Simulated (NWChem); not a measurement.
Species: HfH3F; SMILES [F][HfH3]

Results from NWChem. Structure relaxed at the PBE0/def2-SVP level. def2 effective core potentials on Hf; no spin-orbit coupling. Vertical excitations in the gas phase.

Problem. Predict the results for PBE0/def2-SVP, TDA. Quantities: lowest excitation, singlet (eV); lowest triplet (eV); orbital gap (eV).

Solution. The lowest excitation, singlet (eV) is 4.54 and the lowest triplet (eV) is 4.15. The orbital gap (eV) comes out as 6.53.
